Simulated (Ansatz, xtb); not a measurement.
# C6H10FN: which of two isomers lies lower

Structure I is `C[C@@H](F)C[C@@H](C)C#N`, a singlet and structure II is `F[C@@H]1C[C@@H]2CC[C@H]1N2`, a singlet. Both are isolated molecules in the gas phase, relaxed with B3LYP-D3(BJ)/def2-SVP, each in the lowest conformer that the search found.

Task: Estimate which is lower in electronic energy at CCSD(T)/def2-SVP + ΔMP2/def2-TZVPP, and by roughly how much.

Result: The CCSD(T)/def2-SVP + ΔMP2/def2-TZVPP calculation puts structure I lower, by 20.7 kJ/mol.

Level by level:

```
                             level               geometry  E(II) − E(I) (kJ/mol)  departure from the last row (kJ/mol)  job, with rough time for the two
                          GFN2-xTB               GFN2-xTB                  −111.6                                −132.3              optimisation, 0.16 s
                         HF/STO-3G               GFN2-xTB                  −103.2                                −123.8              single point, 0.48 s
                r2SCAN-D4/def2-SVP               GFN2-xTB                   −12.4                                 −33.1               single point, 4.8 s
             B3LYP-D3(BJ)/def2-SVP  B3LYP-D3(BJ)/def2-SVP                   +13.5                                  −7.2                optimisation, 44 s
                       HF/def2-SVP  B3LYP-D3(BJ)/def2-SVP                   +47.4                                 +26.7           part of the CCSD(T) run
                      MP2/def2-SVP  B3LYP-D3(BJ)/def2-SVP                   +29.0                                  +8.4           part of the CCSD(T) run
                  CCSD(T)/def2-SVP  B3LYP-D3(BJ)/def2-SVP                   +30.2                                  +9.6                      single point
CCSD(T)/def2-SVP + ΔMP2/def2-TZVPP  B3LYP-D3(BJ)/def2-SVP                   +20.7                                                   single point, 2.7 min
```

As drawn, II has 1 C–C, 2 C–N, 1 N–H in place of 1 C≡N, 1 C–H. Structure I has no ring, II 2 5-membered rings.

GFN2-xTB, HF/STO-3G, r2SCAN-D4/def2-SVP put the two in the other order. The largest departure from CCSD(T)/def2-SVP + ΔMP2/def2-TZVPP is that of GFN2-xTB, 132.3 kJ/mol. The last row adds to CCSD(T) the change of the MP2 difference between the two basis sets, here −9.6 kJ/mol.

With thermal terms from frequencies at re-optimised GFN2-xTB minima (ideal gas, soft modes damped towards free rotors, one conformer each, 298.15 K, 1 atm): on the last row, ΔE + ΔZPE = +36.9, ΔH = +28.3, ΔG = +47.8 kJ/mol.

The correlated steps freeze 8 core orbitals. Programs: Ansatz 0.2.0, xtb 6.7.1; the last row on 4 threads of Arm Neoverse V1 on a shared host.
